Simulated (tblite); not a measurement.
Species: C5H9BrGeSi.
Numbering: `[CH3:1][C:2]#[C:3]/[C:4]([Br:5])=[C:6](\[SiH3:7])[GeH3:8]` (hydrogens: H9, H10, H11 on C1; H12, H13, H14 on Si7; H15, H16, H17 on Ge8)

Computed with GFN2-xTB (tblite), gas phase: L-BFGS steps from a force-field or distance-geometry start until the largest atomic force falls under 0.01 eV/Å.

Step 0: E = -623.9836 eV
```
atom  x, y, z in Å  |  force x, y, z in eV/Å
C1      3.6858   -0.5000    0.1312   -0.761   0.136   0.063
C2      2.2240   -0.6841    0.1918    2.110   0.187  -0.041
C3      1.0439   -0.8475    0.2619   -2.589  -0.383   0.074
C4     -0.3952   -1.0210    0.3180    1.095   0.896  -0.065
Br5    -0.9924   -2.8375    0.5779   -0.018   0.204  -0.039
C6     -1.2569    0.0063    0.2220    0.626  -0.696   0.062
Si7    -0.6787    1.7632   -0.0155    0.455   0.625   0.047
Ge8    -3.1569   -0.2415    0.3207   -1.113  -0.526   0.151
H9      3.9060    0.5770   -0.0082   -0.070  -0.610   0.070
H10     4.0820   -1.0762   -0.7178   -0.078   0.216   0.327
H11     4.1399   -0.8528    1.0731   -0.183   0.149  -0.450
H12     0.0934    1.8502   -1.2552    0.004  -0.004  -0.057
H13    -1.8363    2.6722   -0.0788    0.106  -0.149   0.001
H14     0.1763    2.1488    1.1192   -0.073  -0.043  -0.065
H15    -3.6135   -1.1828   -0.8256    0.086   0.361   0.525
H16    -3.5338   -0.8776    1.6949    0.079   0.271  -0.680
H17    -3.8947    1.1152    0.1736    0.323  -0.634   0.078
```

**Question.** Estimate the geometry and energy of step 1. (The exact step hangs on the optimiser's Hessian estimate; all steps are aligned on step 0, rigid shifts and turns removed.)

**Answer.** E = -623.9551 eV, largest force 5.202 eV/Å
```
atom  x, y, z in Å  |  force x, y, z in eV/Å
C1      3.6750   -0.4981    0.1320    0.259   0.051  -0.019
C2      2.2542   -0.6815    0.1912   -5.132  -0.777   0.342
C3      1.0069   -0.8530    0.2629    4.945   0.656  -0.321
C4     -0.3795   -1.0082    0.3171    0.154   0.134   0.034
Br5    -0.9926   -2.8346    0.5773   -0.064   0.075  -0.020
C6     -1.2480   -0.0037    0.2229   -0.206   0.285  -0.022
Si7    -0.6722    1.7722   -0.0148    0.242   0.190   0.027
Ge8    -3.1729   -0.2490    0.3229   -0.474  -0.394   0.096
H9      3.9050    0.5683   -0.0072   -0.008  -0.306   0.034
H10     4.0809   -1.0731   -0.7131   -0.036   0.172   0.250
H11     4.1372   -0.8507    1.0667   -0.101   0.103  -0.299
H12     0.0934    1.8501   -1.2560    0.039   0.016  -0.089
H13    -1.8348    2.6701   -0.0788    0.077  -0.115   0.001
H14     0.1753    2.1482    1.1183    0.014   0.007   0.030
H15    -3.6123   -1.1776   -0.8181    0.016   0.260   0.416
H16    -3.5327   -0.8738    1.6852    0.013   0.193  -0.530
H17    -3.8901    1.1062    0.1747    0.262  -0.551   0.070
```

The energy changes by +0.0285 eV. The first-order estimate −F·Δx gives -0.2764 eV and the mean of the old and new forces, exact on a quadratic surface, +0.0165 eV. The step makes an angle of 0° with the force vector and moves no atom by more than 0.037 Å. The energy falls at the start of this step and ends higher, so the step passed the lowest point of its straight line.

The cost below is that of the whole relaxation. The run took 0.55 s wall on one thread, Arm Neoverse V2 (aarch64), shared host with 192 logical CPUs at a one-minute load of 34.
